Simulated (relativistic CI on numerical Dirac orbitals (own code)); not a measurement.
Sensitivity of the levels of I32+ to α and to the nuclear radius

Calculated at this level of theory: Dirac-Coulomb-Breit CI, KLI orbitals optimised for each configuration, derivatives by finite differences, unscaled Slater integrals, QED left out (own radial code, finite nucleus).

CI space (outside the closed core [Ne]): 3s2.3p6.3d3, 3s2.3p5.3d4, 3s.3p6.3d4, 3p6.3d5, 3s2.3p6.3d2.4s, 3s2.3p6.3d2.4p, 3s2.3p6.3d2.4d, 3s2.3p5.3d3.4s. Levels of other configurations are missing.

With x = (α/α₀)² − 1 an excitation energy changes as ω = ω₀ + qx; K = 2q/ω₀ is the relative enhancement. Terms are leading LS components, so labels can repeat. The field-shift factor is F = δν/δ⟨r²⟩ for the transition from the lowest level.

Lowest level 3s2.3p6.3d3 4F_3/2.

```csv
Level,ω₀ (cm⁻¹),q (cm⁻¹),K,F (GHz/fm²)
3s2.3p6.3d3 4F_5/2,76850,102700,2.67,0.919
3s2.3p6.3d3 4F_7/2,118396,121600,2.05,1.12
3s2.3p6.3d3 4P_3/2,124433,85510,1.37,0.71
3s2.3p6.3d3 2G_9/2,133298,106800,1.6,1.07
3s2.3p6.3d3 4P_1/2,146122,97270,1.33,0.759
3s2.3p6.3d3 2G_7/2,212591,191600,1.8,1.75
3s2.3p6.3d3 4P_5/2,221394,157700,1.42,1.29
3s2.3p6.3d3 2H_9/2,224750,206400,1.84,2.01
3s2.3p6.3d3 2D_3/2,255705,207300,1.62,1.7
3s2.3p6.3d3 2P_1/2,269475,210400,1.56,1.85
3s2.3p6.3d3 2H_11/2,279607,207100,1.48,2.17
3s2.3p6.3d3 2D_5/2,302048,210300,1.39,1.59
3s2.3p6.3d3 2F_5/2,323463,181400,1.12,1.64
```

At this charge energies of transitions that change n are usually good to better than 1 %, and those within a shell (Δn = 0) to a few per cent. Terms inside the open d or f shell come out 10 to 20 % too wide with unscaled integrals.
